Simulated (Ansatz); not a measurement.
# Strength of the Sn–H bond: SnH(CH3)Br → Sn(CH3)Br + H

Species: SnH(CH3)Br, doublet; Sn(CH3)Br, singlet; H atom, doublet. 

Shapes, held fixed at every level: PBE0-D4/def2-TZVP. Programs: Ansatz 0.2.0. The zero-point and thermal change to 298 K, harmonic and unscaled (PBE0-D4/def2-TZVP), is -13.6 kJ/mol.

Task: Estimate ΔH(298 K) of this reaction.

Result: The highest level, CCSD(T)/def2-TZVPP, gives ΔH(298 K) = +157.0 kJ/mol; the levels span +134.7 to +164.5. A fragment pairs its electrons up again, so this isn't a typical strength of such a bond. The column of differences is taken from that level and isn't an error. No measured value is set beside it here. Open shells run unrestricted unless RO is named. For atoms past krypton def2 sets carry core potentials with scalar relativity. Relativity is left out for Br unless named. Correlated rows may include outer-core shells of Br, Sn, which these sets cover unevenly.

```
               level                    kind  ΔH(298 K) (kJ/mol)  less CCSD(T)/def2-TZVPP
       HF/def2-TZVPP            Hartree–Fock              +134.7                    -22.3
r2SCAN-D4/def2-TZVPP                meta-GGA              +164.5                     +7.5
  wB97M-V/def2-TZVPP  range-separated hybrid              +158.1                     +1.1
  wB97X-V/def2-TZVPP  range-separated hybrid              +158.8                     +1.8
        MP2/def2-SVP     perturbation theory              +146.1                    -10.9
    CCSD(T)/def2-SVP   coupled cluster or CI              +151.6                     -5.4
  CCSD(T)/def2-TZVPP   coupled cluster or CI              +157.0                      0.0
```
